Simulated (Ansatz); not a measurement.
Born–Oppenheimer molecular dynamics of BrCl2H3OSi (8 atoms, charge 0, multiplicity 1). It starts from a rough guess of a transition structure, not a stationary point.

Computed with UHF/def2-SVP in Ansatz.

```yaml
ensemble: NVE (velocity Verlet)
time_step: 0.5 fs
steps_asked: 150
starting_velocities_drawn_for: 600 K
seed: 110115
```

Frames 1 fs apart, positions in Å.

Velocities at 35.0 fs (Å/ps):

```
Si -0.51 9.22 0.94
Br 0.76 -2.99 -0.02
Cl 1.05 -0.50 -2.40
Cl -2.01 -0.50 1.83
H 51.39 2.72 6.35
H 46.84 -60.28 -15.94
O -5.79 2.69 3.38
H -18.53 30.16 -48.55
```

```xyz
8
Properties=species:S:1:pos:R:3 time_fs=35.0 energy_less_start_eV=-0.418 T=1137
Si -0.645 -0.018 -0.191
Br 0.906 -2.116 -0.270
Cl -0.463 0.122 -2.315
Cl -1.692 1.739 0.254
H -1.358 -1.037 0.559
H 2.265 -1.291 -0.041
O 0.805 0.500 0.217
H 0.607 1.381 0.490
8
Properties=species:S:1:pos:R:3 time_fs=36.0 energy_less_start_eV=-0.427 T=1149
Si -0.646 -0.009 -0.191
Br 0.907 -2.119 -0.270
Cl -0.462 0.121 -2.317
Cl -1.694 1.739 0.256
H -1.309 -1.034 0.563
H 2.297 -1.360 -0.060
O 0.800 0.503 0.221
H 0.593 1.414 0.442
8
Properties=species:S:1:pos:R:3 time_fs=37.0 energy_less_start_eV=-0.534 T=1286
Si -0.648 0.001 -0.191
Br 0.909 -2.123 -0.270
Cl -0.462 0.121 -2.319
Cl -1.697 1.738 0.258
H -1.267 -1.032 0.566
H 2.300 -1.445 -0.083
O 0.795 0.508 0.226
H 0.592 1.444 0.396
8
Properties=species:S:1:pos:R:3 time_fs=38.0 energy_less_start_eV=-0.706 T=1505
Si -0.649 0.011 -0.192
Br 0.911 -2.126 -0.270
Cl -0.461 0.120 -2.321
Cl -1.699 1.738 0.260
H -1.233 -1.033 0.568
H 2.276 -1.542 -0.111
O 0.792 0.514 0.232
H 0.603 1.466 0.350
8
Properties=species:S:1:pos:R:3 time_fs=39.0 energy_less_start_eV=-0.842 T=1679
Si -0.651 0.021 -0.194
Br 0.913 -2.129 -0.269
Cl -0.461 0.119 -2.323
Cl -1.702 1.738 0.262
H -1.210 -1.037 0.570
H 2.235 -1.647 -0.142
O 0.789 0.522 0.239
H 0.627 1.476 0.305
8
Properties=species:S:1:pos:R:3 time_fs=40.0 energy_less_start_eV=-0.827 T=1660
Si -0.654 0.032 -0.197
Br 0.916 -2.133 -0.269
Cl -0.461 0.118 -2.324
Cl -1.705 1.737 0.264
H -1.198 -1.044 0.570
H 2.193 -1.750 -0.173
O 0.787 0.532 0.247
H 0.663 1.479 0.262
8
Properties=species:S:1:pos:R:3 time_fs=41.0 energy_less_start_eV=-0.728 T=1539
Si -0.657 0.043 -0.200
Br 0.918 -2.137 -0.269
Cl -0.462 0.117 -2.325
Cl -1.709 1.737 0.266
H -1.195 -1.053 0.569
H 2.172 -1.845 -0.203
O 0.786 0.543 0.256
H 0.710 1.480 0.222
8
Properties=species:S:1:pos:R:3 time_fs=42.0 energy_less_start_eV=-0.809 T=1643
Si -0.660 0.054 -0.204
Br 0.920 -2.142 -0.269
Cl -0.462 0.115 -2.326
Cl -1.713 1.738 0.268
H -1.200 -1.061 0.565
H 2.193 -1.929 -0.232
O 0.787 0.554 0.265
H 0.763 1.486 0.185
8
Properties=species:S:1:pos:R:3 time_fs=43.0 energy_less_start_eV=-1.055 T=1954
Si -0.663 0.065 -0.208
Br 0.922 -2.147 -0.270
Cl -0.463 0.114 -2.327
Cl -1.717 1.738 0.270
H -1.212 -1.066 0.555
H 2.256 -2.004 -0.260
O 0.788 0.566 0.274
H 0.824 1.500 0.150
8
Properties=species:S:1:pos:R:3 time_fs=44.0 energy_less_start_eV=-1.189 T=2125
Si -0.666 0.076 -0.213
Br 0.924 -2.152 -0.270
Cl -0.464 0.113 -2.328
Cl -1.721 1.738 0.272
H -1.228 -1.067 0.538
H 2.340 -2.074 -0.289
O 0.790 0.578 0.284
H 0.888 1.517 0.119
8
Properties=species:S:1:pos:R:3 time_fs=45.0 energy_less_start_eV=-1.137 T=2062
Si -0.669 0.088 -0.218
Br 0.925 -2.158 -0.270
Cl -0.466 0.111 -2.328
Cl -1.726 1.739 0.274
H -1.248 -1.062 0.515
H 2.422 -2.143 -0.319
O 0.792 0.591 0.294
H 0.954 1.528 0.090
8
Properties=species:S:1:pos:R:3 time_fs=46.0 energy_less_start_eV=-1.025 T=1919
Si -0.672 0.100 -0.223
Br 0.928 -2.164 -0.270
Cl -0.467 0.109 -2.328
Cl -1.732 1.740 0.276
H -1.269 -1.053 0.486
H 2.484 -2.209 -0.348
O 0.795 0.605 0.305
H 1.019 1.526 0.067
```

Of the whole run (75 fs, mean temperature of the second half 2325 K): The conserved energy stayed within 3.1 meV per atom of its start (net change -0.49 meV per atom), so there is no drift, though single steps change it by up to 27 meV in the whole system, a sign of fast motions only just resolved. The kinetic energy rose, since the run started high on the potential surface and went downhill. It ends in pieces (BrH + Cl2H2OSi), so much of that is their flight and rotation, not heat. A run of 0.075 ps of so small a system gives no equilibrium averages. The orbitals stay closed-shell, which can raise the energy where a bond breaks towards radicals; this wasn't checked here.

The run took 15 min on 2 threads of Arm Neoverse N1, on a shared host, peak memory 0.43 GiB.
